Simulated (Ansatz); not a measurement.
Consider the ligand exchange at the Si–C bond: `C[Se]C[SiH3]` + `[NH2][SbH2]` → `[SiH3][NH][SbH2]` + `C[Se]C`.

Computed with Ansatz on PBE0-D4/def2-TZVP structures; ΔE is electronic, products minus reactants. CCSD(T)/CBS adds triple-zeta CCSD(T) − MP2 to the extrapolated MP2 energy (def2 sets, frozen cores). def2 core potentials past Kr. For Sb, Se outer-core shells are correlated without core-valence functions, which leaves a few kJ/mol of doubt a bond. Scalar relativity is left out up to krypton. Each species was taken in one conformer, which may not be the lowest.

`C[Se]C[SiH3]`:

Z-matrix (Å, degrees):
```
C
Se 1 1.942
H 1 1.090 2 106.9
H 1 1.089 2 110.3 3 -118.8
H 1 1.089 2 110.3 3 118.8
C 2 1.945 1 97.6 3 180.0
Si 6 1.877 2 111.1 1 179.4
H 6 1.093 2 109.0 1 58.8
H 6 1.093 2 109.1 1 -59.7
H 7 1.488 6 109.1 2 179.6
H 7 1.485 6 110.3 2 -60.7
H 7 1.486 6 110.3 2 59.9
```

`[NH2][SbH2]`:

```xyz
6

N    -0.933   -0.194   -0.450
Sb    0.337    0.776    0.812
H    -0.490   -0.911   -1.010
H    -1.698   -0.620    0.057
H     1.504   -0.470    1.054
H     1.279    1.419   -0.463
```

`[SiH3][NH][SbH2]`:

Z-matrix (Å, degrees):
```
Si
N 1 1.720
H 1 1.489 2 108.9
H 1 1.492 2 113.7 3 120.6
H 1 1.487 2 108.8 3 -120.1
Sb 2 2.028 1 126.1 3 172.9
H 2 1.008 1 118.1 3 -28.8
H 6 1.720 2 96.6 1 37.4
H 6 1.713 2 94.5 1 -53.2
```

`C[Se]C`:

Z-matrix (Å, degrees):
```
C
Se 1 1.940
H 1 1.089 2 107.0
H 1 1.090 2 110.4 3 118.8
H 1 1.090 2 110.4 3 -118.8
C 2 1.940 1 96.9 3 -179.9
H 6 1.090 2 110.4 1 -61.2
H 6 1.090 2 110.4 1 61.1
H 6 1.089 2 107.0 1 180.0
```

| species | CCSD(T)/CBS(def2) energy (Eh) |
| --- | --- |
| `C[Se]C[SiH3]` | -2770.69677 |
| `[NH2][SbH2]` | -297.10356 |
| `[SiH3][NH][SbH2]` | -587.40566 |
| `C[Se]C` | -2480.41768 |

Task: Work out ΔE.

Result: ΔE = (-587.40566) + (-2480.41768) − (-2770.69677) − (-297.10356) = -0.02301 Eh = -60.4 kJ/mol.

Largest T1 diagnostic among the species: 0.013.

From BLYP to BHLYP (50 % exact exchange), in def2-TZVPP and without D4, ΔE moves by −8.3 kJ/mol. Leaving LDA and LC-ωPBE aside and taking each functional with its dispersion term where it has one, the values, not all of them listed here, spread over 15.4 kJ/mol, from BHLYP-D4 to PBE-D4. In def2-TZVPP, CCSD(T) changes the Hartree–Fock value by +11.5 kJ/mol (the triples alone add +1.7 kJ/mol) and MP2 by +9.4 kJ/mol.
